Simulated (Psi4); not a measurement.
H4Si2, singlet, at a GFN2-xTB geometry; PBE/6-311++G** in Psi4.

Psi4 was given this input:
```
memory 2 GB

molecule mol {
0 1
  Si   -0.288906    0.946481    0.771451
  H     0.382608    2.122327    0.129654
  Si    0.207329   -0.807678   -0.597427
  H     0.996315   -0.861303   -1.840963
  H    -1.091687   -1.388386   -0.989240
  H     0.854851   -1.815878    0.264216
}

set basis 6-311++g**
set reference rks
set s_orthogonalization symmetric

energy('pbe')
print_variables()
```

**Question.** Write the output that Psi4 gives for this input, abridged.

**Answer.** 
```
   => Loading Basis Set <=

    Name: 6-311++G**
    Role: ORBITAL
    Keyword: BASIS

         ---------------------------------------------------------
                                   SCF
               by Justin Turney, Rob Parrish, Andy Simmonett
                          and Daniel G. A. Smith
                              RKS Reference
         ---------------------------------------------------------

  ==> Geometry <==

    Molecular point group: c1
    Full point group: C1

    Geometry (in Angstrom), charge = 0, multiplicity = 1:

       Center              X                  Y                   Z               Mass
    ------------   -----------------  -----------------  -----------------  -----------------
         SI          -0.270047168972     0.914392469496     0.731220057002    27.976926534650
         H            0.401466831028     2.090238469496     0.089423057002     1.007825032230
         SI           0.226187831028    -0.839766530504    -0.637657942998    27.976926534650
         H            1.015173831028    -0.893391530504    -1.881193942998     1.007825032230
         H           -1.072828168972    -1.420474530504    -1.029470942998     1.007825032230
         H            0.873709831028    -1.847966530504     0.223985057002     1.007825032230

  Running in c1 symmetry.

  Rotational constants: A =      2.28891  B =      0.19407  C =      0.19018 [cm^-1]
  Rotational constants: A =  68619.85291  B =   5818.16610  C =   5701.42162 [MHz]
  Nuclear repulsion =   76.098871857335183

  Charge       = 0
  Multiplicity = 1
  Electrons    = 32
  Nalpha       = 16
  Nbeta        = 16

  ==> Algorithm <==

  SCF Algorithm Type is DF.
  DIIS enabled.
  MOM disabled.
  Fractional occupation disabled.
  Guess Type is SAD.
  Energy threshold   = 1.00e-06
  Density threshold  = 1.00e-06
  Integral threshold = 1.00e-12

  ==> Primary Basis <==

  Basis Set: 6-311++G**
    Blend: 6-311++G**
    Number of shells: 48
    Number of basis functions: 88
    Number of Cartesian functions: 90
    Spherical Harmonics?: true
    Max angular momentum: 2

  ==> DFT Potential <==

   => LibXC <=

    Version 7.1.2
    S. Lehtola, C. Steigemann, M. J. T. Oliveira, and M. A. L. Marques,  SoftwareX 7, 1–5 (2018) (10.1016/j.softx.2017.11.002)

   => Composite Functional: PBE <=

    PBE GGA Exchange-Correlation Functional

    J.P. Perdew et. al., Phys. Rev. Lett., 77(18), 3865-3868, 1996

    Deriv               =              1
    GGA                 =           TRUE
    Meta                =          FALSE

    Exchange Hybrid     =          FALSE
    MP2 Hybrid          =          FALSE

   => Exchange Functionals <=

    1.0000     XC_GGA_X_PBE

   => Correlation Functionals <=

    1.0000     XC_GGA_C_PBE

   => LibXC Density Thresholds  <==

    XC_GGA_C_PBE:  1.00E-12
    XC_GGA_X_PBE:  1.00E-15

   => Molecular Quadrature <=

    Radial Scheme          =       TREUTLER
    Pruning Scheme         =           NONE
    Nuclear Scheme         =       TREUTLER

    Blocking Scheme        =         OCTREE
    BS radius alpha        =              1
    Pruning alpha          =              1
    Radial Points          =             75
    Spherical Points       =            302
    Total Points           =         131687
    Total Blocks           =           1029
    Max Points             =            256
    Max Functions          =             86
    Weights Tolerance      =       1.00E-15

   => Loading Basis Set <=

    Name: (6-311++G** AUX)
    Role: JKFIT
    Keyword: DF_BASIS_SCF

  ==> Integral Setup <==

  SCF_SUBTYPE=INCORE selected. In-core MEM_DF algorithm will be used.
  Using in-core AOs.

  ==> MemDFJK: Density-Fitted J/K Matrices <==

    J tasked:                   Yes
    K tasked:                    No
    wK tasked:                   No
    Algorithm:                 Core
    Schwarz Cutoff:           1E-12
    Mask sparsity (%):       1.7562
    Fitting Condition:        1E-10

   => Auxiliary Basis Set <=

  Basis Set: (6-311++G** AUX)
    Blend: AUG-CC-PVTZ-JKFIT
    Number of shells: 140
    Number of basis functions: 476
    Number of Cartesian functions: 580
    Spherical Harmonics?: true
    Max angular momentum: 4

    Using symmetric orthogonalization.
  Minimum eigenvalue in the overlap matrix is 5.5424332702E-04.
  Reciprocal condition number of the overlap matrix is 6.4644820360E-05.

  ==> Pre-Iterations <==

  SCF Guess: Superposition of Atomic Densities via on-the-fly atomic UHF (no occupation information).

   -------------------------
    Irrep   Nso     Nmo
   -------------------------
     A         88      88
   -------------------------
    Total      88      88
   -------------------------

  ==> Iterations <==

                           Total Energy        Delta E     RMS |[F,P]|

   @DF-RKS iter SAD:  -580.59152613585377   -5.80592e+02   0.00000e+00
   @DF-RKS iter   1:  -580.87141940213155   -2.79893e-01   6.28816e-03 DIIS/ADIIS
   @DF-RKS iter   2:  -580.87884387979602   -7.42448e-03   5.56021e-03 DIIS/ADIIS
   @DF-RKS iter   3:  -580.99535509915222   -1.16511e-01   1.11271e-03 DIIS/ADIIS
   @DF-RKS iter   4:  -581.00308532932786   -7.73023e-03   1.94049e-04 DIIS/ADIIS
   @DF-RKS iter   5:  -581.00329718699402   -2.11858e-04   7.07746e-05 DIIS
   @DF-RKS iter   6:  -581.00333629396607   -3.91070e-05   1.07113e-05 DIIS
   @DF-RKS iter   7:  -581.00333702693047   -7.32964e-07   2.69558e-06 DIIS
   @DF-RKS iter   8:  -581.00333708041398   -5.34835e-08   5.52823e-07 DIIS
  Energy and wave function converged.

  ==> Post-Iterations <==

   Electrons on quadrature grid:
      Ntotal   =   31.9999894346 ; deviation = -1.057e-05

    Orbital Energies [Eh]
    ---------------------

    Doubly Occupied:

       1A    -65.420080     2A    -65.376556     3A     -5.074758
       4A     -5.039405     5A     -3.493243     6A     -3.482303
       7A     -3.479618     8A     -3.449486     9A     -3.449165
      10A     -3.448661    11A     -0.514926    12A     -0.434537
      13A     -0.318372    14A     -0.316741    15A     -0.276469
      16A     -0.204757

    Virtual:

      17A     -0.157994    18A     -0.029648    19A     -0.016199
      20A     -0.009614    21A      0.006293    22A      0.028207
      23A      0.028534    24A      0.032874    25A      0.045450
      26A      0.056366    27A      0.057571    28A      0.063446
      29A      0.088735    30A      0.093471    31A      0.096129
      32A      0.106135    33A      0.128167    34A      0.146826
      35A      0.211193    36A      0.244776    37A      0.248461
      38A      0.266721    39A      0.270862    40A      0.279727
      41A      0.376343    42A      0.388834    43A      0.410635
      44A      0.441935    45A      0.443872    46A      0.475622
      47A      0.486162    48A      0.506503    49A      0.531046
      50A      0.573754    51A      0.631304    52A      0.652932
      53A      0.726776    54A      0.814349    55A      0.827662
      56A      0.925170    57A      1.132850    58A      1.145477
      59A      1.160360    60A      1.167748    61A      1.198831
      62A      1.221985    63A      1.286709    64A      1.346840
      65A      1.388100    66A      1.407197    67A      1.446057
      68A      1.543196    69A      1.548817    70A      1.600082
      71A      1.844306    72A      1.937807    73A      2.070862
      74A      2.072288    75A      2.523900    76A      2.573512
      77A      2.577676    78A      2.648747    79A      5.328401
      80A      5.513023    81A     11.088338    82A     11.132646
      83A     11.186042    84A     11.218437    85A     11.251707
      86A     11.264150    87A    140.196653    88A    140.424608

    Final Occupation by Irrep:
              A
    DOCC [    16 ]
    NA   [    16 ]
    NB   [    16 ]

  @DF-RKS Final Energy:  -581.00333708041398

   => Energetics <=

    Nuclear Repulsion Energy =             76.0988718573351832
    One-Electron Energy =                -956.2031914023161789
    Two-Electron Energy =                 342.0431489481139806
    DFT Exchange-Correlation Energy =     -42.9421664835470267
    Empirical Dispersion Energy =           0.0000000000000000
    VV10 Nonlocal Energy =                  0.0000000000000000
    Total Energy =                       -581.0033370804139849

Computation Completed

Properties will be evaluated at   0.000000,   0.000000,   0.000000 [a0]

Properties computed using the SCF density matrix

 Multipole Moments:

 ------------------------------------------------------------------------------------
     Multipole            Electronic (a.u.)      Nuclear  (a.u.)        Total (a.u.)
 ------------------------------------------------------------------------------------

 L = 1.  Multiply by 2.5417464519 to convert [e a0] to [Debye]
 Dipole X            :         -1.0286005            1.1404338            0.1118334
 Dipole Y            :          2.1382611           -1.9404293            0.1978317
 Dipole Z            :          2.3266102           -2.4328092           -0.1061990
 Magnitude           :                                                    0.2508432

 ------------------------------------------------------------------------------------

  Variable Map:
  ----------------------------------------------------------------------------
  "CURRENT ENERGY"              =>    -581.003337080414
  "CURRENT REFERENCE ENERGY"    =>    -581.003337080414
  "DD SOLVATION ENERGY"         =>       0.000000000000
  "DFT FUNCTIONAL TOTAL ENERGY" =>    -581.003337080414
  "DFT TOTAL ENERGY"            =>    -581.003337080414
  "DFT VV10 ENERGY"             =>       0.000000000000
  "DFT XC ENERGY"               =>     -42.942166483547
  "GRID ELECTRONS ALPHA"        =>      15.999994717280
  "GRID ELECTRONS BETA"         =>      15.999994717280
  "GRID ELECTRONS TOTAL"        =>      31.999989434559
  "NUCLEAR REPULSION ENERGY"    =>      76.098871857335
  "ONE-ELECTRON ENERGY"         =>    -956.203191402316
  "PCM POLARIZATION ENERGY"     =>       0.000000000000
  "PE ENERGY"                   =>       0.000000000000
  "SCF ITERATION ENERGY"        =>    -581.003337080414
  "SCF ITERATIONS"              =>       8.000000000000
  "SCF TOTAL ENERGY"            =>    -581.003337080414
  "TWO-ELECTRON ENERGY"         =>     342.043148948114
  "XC GRID RADIAL POINTS"       =>      75.000000000000
  "XC GRID SPHERICAL POINTS"    =>     302.000000000000
  "XC GRID TOTAL POINTS"        =>  131687.000000000000

  Array Variable Map:
  ----------------------------------------------------------------------------
  "CURRENT DIPOLE"              =>       0.111833367907 ... -0.106198961740 1 by 3
  "SCF DIPOLE"                  =>       0.111833367907 ... -0.106198961740 1 by 3
  "SCF TOTAL ENERGIES"          =>    -580.591526135854 ... -581.003337080414 1 by 9
```
